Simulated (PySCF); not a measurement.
Species: C₅H₇O₂P.
Numbering: `[CH2:1]=[CH:2][P@:3]1(=[O:4])[CH:5]=[C:6]1[O:7][CH3:8]` (hydrogens: H9, H10 on C1; H11 on C2; H12 on C5; H13, H14, H15 on C8)

Geometry (GFN2-xTB, Å), atoms numbered from 1 in this order:
```
atom  x, y, z in Å
C1     2.769    0.409    0.886
C2     1.837   -0.057    0.072
P3     0.393   -0.860    0.779
O4     0.334   -0.966    2.242
C5    -0.451   -1.931   -0.402
C6    -1.040   -0.725   -0.306
O7    -2.086   -0.064   -0.762
C8    -2.290    1.220   -0.197
H9     3.660    0.903    0.532
H10    2.653    0.298    1.953
H11    1.876    0.006   -1.004
H12   -0.608   -2.871   -0.888
H13   -2.921    1.774   -0.890
H14   -1.338    1.741   -0.058
H15   -2.793    1.131    0.769
```

Level of theory: TDDFT CAM-B3LYP/def2-SVPD, vertical, gas phase, core orbitals frozen in the response in PySCF.

Ground-to-excited transition dipoles (e·a0, same axes as the geometry; the sign carries no meaning), for the states with f of 0.002 or more among the lowest 7:

| state | E (eV) | μx | μy | μz |
| --- | --- | --- | --- | --- |
| S1 | 5.423 | 0.574 | 0.308 | 0.224 |
| S2 | 5.742 | -0.364 | 0.304 | 0.027 |
| S3 | 6.029 | 0.140 | 0.034 | 0.053 |
| S4 | 6.454 | -0.344 | -0.067 | -0.372 |
| S5 | 6.609 | 0.217 | 0.103 | 0.060 |
| S6 | 6.868 | 0.030 | -0.401 | 0.221 |
| S7 | 7.012 | -0.470 | 0.361 | 0.118 |

Problem. Work out the oscillator strengths.

Solution. f = (2/3) ΔE |μ|² with ΔE in hartree (27.2114 eV).

| state | \|μ\|² (au) | \|μ\| (D) | f |
| --- | --- | --- | --- |
| S1 | 0.474 | 1.75 | 0.063 |
| S2 | 0.226 | 1.21 | 0.032 |
| S3 | 0.023 | 0.39 | 0.003 |
| S4 | 0.261 | 1.30 | 0.041 |
| S5 | 0.061 | 0.63 | 0.010 |
| S6 | 0.210 | 1.17 | 0.035 |
| S7 | 0.365 | 1.54 | 0.063 |

Problem. Which bond between heavy atoms lies closest to the direction of the S1 transition dipole?

Solution. C1–C2, at 19° from it; next P3–C5 at 30°.

Problem. What angle do the transition dipoles of S2 and S4 make?

Solution. |cos θ| = |μa·μb| / (|μa| |μb|) = 0.39, so θ ≈ 67° (taken between 0 and 90°, since the signs are arbitrary).

The run took about 2.2 min of CPU time (one thread, shared machine).

One conformer stands for the species.
